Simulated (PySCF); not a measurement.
## Simulated characterisation data

[PySCF 2.14.0 with density-fitted response routines: B3LYP/pcJ-1 coupling constants; GIAO PBE0/pcSseg-1 shieldings; GFN2-xTB geometry; one computed conformer; no solvent; one averaged value for each set of equivalent atoms; non-relativistic]

Chemical shifts δ = σref − σ; TMS for ¹H (σref 31.72) and ¹³C (σref 186.93), all at this level. Multiplet labels drop J under 1 Hz and among equivalent protons, and merge close values. Unscaled 3J(H,H) run several per cent high. Splittings of carbon signals by F and P are missing where no couplings were computed. Where no couplings were computed, multiplicities follow the n + 1 count of equivalent neighbours, and m marks all less simple cases (inequivalent or close neighbours, rings, F or P nearby). Shifts are as computed. Against solution values, carbons near 30 ppm lie about +3 ppm off and those near 130 ppm about +5 ppm. Of 1211 compounds with measured shifts, 218 miss one by over three times the rms of a fit or turn the order of signals round; such compounds aren't used in these exercises. OH and NH positions are gas-phase values without hydrogen bonding to other molecules.

Compound 1 (C$_{5}$H$_{4}$NOP$_{3}$). ¹H NMR (500 MHz, computed): δ 10.97 (m, 1H), 4.42 (s, 3H). ¹³C{¹H} NMR (computed): δ 242.0 (C), 188.8 (CH), 177.9 (C), 125.7 (C), 61.3 (CH3). Structure: `COc1pcpc(C#N)p1`.

Compound 2 (C$_{2}$H$_{3}$N$_{3}$). ¹H NMR (500 MHz, computed): δ 10.12 (br s, 1H), 8.08 (s, 1H), 8.05 (s, 1H). ¹³C{¹H} NMR (computed): δ 155.6 (CH), 145.5 (CH). Structure: SMILES c1nc[nH]n1.
